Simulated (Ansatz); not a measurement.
BH7NPSi (`BP(N)[SiH3]`) at its PBE0-D4/def2-TZVP geometry, where that method's forces vanish. The species carries charge 0 and has multiplicity 1.

```xyz
11

B     0.3755   -1.6848    0.8533
P    -0.6847   -0.4204    0.0768
N    -0.8240   -0.6335   -1.6024
Si    0.2192    1.5725    0.5598
H     0.7204   -1.4629    1.9758
H     0.6078   -2.7266    0.3200
H     0.0029   -0.5227   -2.1687
H    -1.6271   -0.1994   -2.0288
H     0.4167    1.6412    2.0295
H    -0.7199    2.6409    0.1263
H     1.5131    1.7959   -0.1416
```

Task: What forces (eV/Å) does PBE-D4/def2-TZVPP give on these atoms in Ansatz 0.2.0? (Estimate.)

Result: Ansatz gave: 
```
B1  -0.009  0.046 -0.016
P2  -0.012 -0.077  0.288
N3  -0.080 -0.239 -0.021
Si4 -0.018  0.007  0.020
H5   0.028  0.027  0.124
H6   0.016 -0.117 -0.063
H7   0.278  0.029 -0.205
H8  -0.267  0.166 -0.168
H9   0.025  0.023  0.157
H10 -0.092  0.117 -0.043
H11  0.131  0.017 -0.074
```
